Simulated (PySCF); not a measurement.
Compound: C5H8N2 (charge +1 and doublet state).
Geometry (GFN2-xTB, Å), atoms numbered from 1 in this order:
```xyz
15
C5H8N2 angstrom
C      2.568   -0.787    0.294
N      2.233    0.350   -0.030
C      0.971    0.927   -0.154
C     -0.208    0.004    0.162
N      0.013   -1.179    0.508
C     -1.507    0.669    0.009
C     -2.675    0.059    0.191
H      1.751   -1.520    0.543
H      3.602   -1.095    0.345
H      0.924    1.801    0.508
H      0.862    1.301   -1.180
H     -0.696   -1.858    0.741
H     -1.468    1.711   -0.272
H     -3.597    0.602    0.062
H     -2.777   -0.978    0.465
```

The hyperfine couplings belong to this conformer and change with its torsions.

The species is `[H]/N=C(\[CH][CH2+])CN=C` [radical] (charge +1).

Theory: UKS B3LYP, pcH-1 on C H N, non-relativistic, mean-field spin-orbit, GIAO (PySCF). One conformer (not necessarily the lowest) at the GFN2-xTB geometry, without solvent, vibrations or thermal averaging. A GFN2-xTB geometry isn't a minimum of the functional, and hyperfine couplings can be far from their values at a DFT geometry, by a factor of two or more for some ions and for spin on atoms past the first row. The SCF solution wasn't tested for stability.

Task: The isotropic 13C couplings are -47.1, +46.9, +44.5, -15.4, -3.8 MHz. Assign them to C1; C3; C4; C6; C7.

Result: 
```tsv
site	a_iso (MHz)	ρ(0) (bohr⁻³)	position	distance from N2 (Å)	spin population	largest |T| (MHz)
C1	-47.1	-0.0419	1 bond from N2	1.23	+0.01	33.2
C3	-15.4	-0.0137	1 bond from N2	1.39	+0.03	19.4
C4	+44.5	+0.0396	1 bond from N5	2.47	+0.01	15.1
C6	+46.9	+0.0418	2 bonds from N5	3.75	+0.07	12.1
C7	-3.8	-0.0034	3 bonds from N5	4.92	-0.02	4.6
```

Task: The isotropic 14N couplings are +83.5, +67.9 MHz. Assign them to N2; N5.

Result: 
| site | a_iso (MHz) | ρ(0) (bohr⁻³) | position | distance from N2 (Å) | spin population | largest \|T\| (MHz) |
| --- | --- | --- | --- | --- | --- | --- |
| N2 | +67.9 | +0.2101 | largest spin population | 0.00 | +0.47 | 42.1 |
| N5 | +83.5 | +0.2583 | a main spin site | 2.75 | +0.29 | 24.1 |

ρ(0) is the spin density at the nucleus and T the dipolar tensor; entries for several nuclei are means. The largest Mulliken spin populations are on N2 (+0.47), N5 (+0.29), C6 (+0.07) and H9 (+0.06). Main spin sites, with 60 % or more of the largest population: N2, N5; positions count bonds from the nearest.

β density exceeds α density at some nuclei, such as C1 (-0.0419), C3 (-0.0137) and C7 (-0.0034), spin density in bohr⁻³. In a single determinant that takes different orbitals for the two spins, that is spin polarisation.

Nuclei that the bonding pattern makes equivalent are averaged, as if the motion that swaps them (rotation, inversion, ring flip) were fast. H14 and H15 aren't averaged: C7 is flat or nearly so (angle sum 360°), and its turn about the short C7–C6 bond (1.33 Å) is taken as slow.

C6, the radical centre as drawn in `[H]/N=C(\[CH][CH2+])CN=C`, holds a spin population of +0.07 out of 1.
